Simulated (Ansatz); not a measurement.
## Which method gave which barrier?

Saddle point of SiNH5O3, closed shell (SiNH₅O₃ ([NH2][Si]([OH])([OH])[OH]) → SiH₂O₃ ([O][Si]([OH])[OH]) + NH₃ (still joined by a long Si–N bond); bonds formed: N2–H4; bonds broken: O3–H4; bonds weakened to dative contacts: Si1–N2), PBE0-D4/def2-TZVP structure:

Si1  (-0.507, -0.183, -0.012)
N2  (1.308, 0.023, -0.335)
O3  (-0.622, -0.663, -1.504)
H4  (0.723, -0.386, -1.330)
O5  (-1.181, 1.232, 0.462)
O6  (-0.657, -1.210, 1.243)
H7  (1.953, -0.617, 0.111)
H8  (1.708, 0.950, -0.384)
H9  (-1.573, 1.742, -0.249)
H10  (-1.153, -0.888, 1.997)
(Å)

Computed with Ansatz 0.2.0 (basis: def2-TZVPP, with def2-QZVPP for the basis limit); correlated methods freeze the cores. Extrapolation: Hartree–Fock as exp(−7.88 √X), correlation as X^−2.97. Four methods, as single points on the PBE0-D4 structures, gave these electronic barriers from the start structure: 31.18, 38.04, 45.87, 54.15 kcal/mol.

Problem. The methods were, in alphabetical order, BHLYP-D4, HF, r2SCAN-D4, SPW92. Which gave which? (Judge from chemistry; the calculation decides.)

Solution. Computed: SPW92 31.18; r2SCAN-D4 38.04; BHLYP-D4 45.87; HF 54.15 kcal/mol. For comparison, CCSD(T) at an estimated basis limit (MP2 extrapolated from triple and quadruple zeta, plus CCSD(T) − MP2 in triple zeta) gives 41.74 kcal/mol.

The T1 diagnostic stays at or below 0.013.

Labels in which every atom is bracketed show which atoms are joined, not bond orders.

For scale, one of the runs: CCSD(T)/def2-TZVPP, 236 basis functions, launched by `ansatz run in.yaml --threads 4 --pin off --events-out ev --progress --plain --max-ram 9574MiB`. Hardware: 4 CPU threads of an Arm Neoverse V2, shared host. Wall time 2.1 min; peak host memory 4.5 GiB.
